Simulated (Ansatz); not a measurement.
`F[SiH2]O[SiH3]` + `C=C(S)S` → `C=C(S)S[SiH2]F` + silanol  (ligand exchange at the Si–O bond)

Program: Ansatz. Geometries: PBE0-D4/def2-TZVP. ΔE: electronic, gas phase. CCSD(T)/CBS is the MP2 limit (def2-TZVPP, def2-QZVPP) plus CCSD(T) − MP2 in def2-TZVPP, frozen cores. DFT in def2-TZVPP. Each species was taken in one conformer, which may not be the lowest.

| level | ΔE (kcal/mol) |
| --- | --- |
| PBE | 13.0 |
| r2SCAN | 15.5 |

Task: What does CCSD(T)/CBS give? (Estimate.)

Result: The calculation gave: +15.8 kcal/mol. The listed levels differ from it by -2.8, -0.3 kcal/mol.

Largest T1 diagnostic among the species: 0.013.

In def2-TZVPP, CCSD(T) changes the Hartree–Fock value by −5.8 kcal/mol (the triples alone add −1.2 kcal/mol) and MP2 by −6.6 kcal/mol. The D4 term adds −1.8 kcal/mol with B3LYP and −1.0 kcal/mol with PBE0; it sums over pairs of atoms, weighted by their polarisabilities, and B3LYP, whose exchange is more repulsive, gets the larger term. From PBE to PBE0 (25 % exact exchange), in def2-TZVPP and without D4, ΔE moves by +1.4 kcal/mol.

B3LYP here is the variant with VWN-RPA as its local correlation; programs differ in this.
